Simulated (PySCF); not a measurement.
Cd: ionisation energy

Cd [Kr] 4d10 5s2 (1S) → Cd⁺ [Kr] 4d10 5s1 (2S), as a difference of total energies. Calculation: PySCF 2.14, in cc-pVTZ-PP with ECP28MDF; scalar relativity through the core potential. Correlated levels: valence: 4s2 4p6 frozen. The calculations carry no spin-orbit coupling.

```tsv
method	ionisation energy (eV)	error (eV)
UHF	7.358	-1.636
TPSS	8.904	-0.090
BP86	9.296	+0.302
MP2 (valence)	8.756	-0.238
SCS-MP2 (valence)	8.728	-0.266
```

Reference: 8.994 eV (measured; NIST Atomic Spectra Database, ionization energies).

Errors of the correlated levels include the incompleteness of this basis and the frozen core.

MP2 underrates the near-degeneracy of ns² with np² in the lower species.
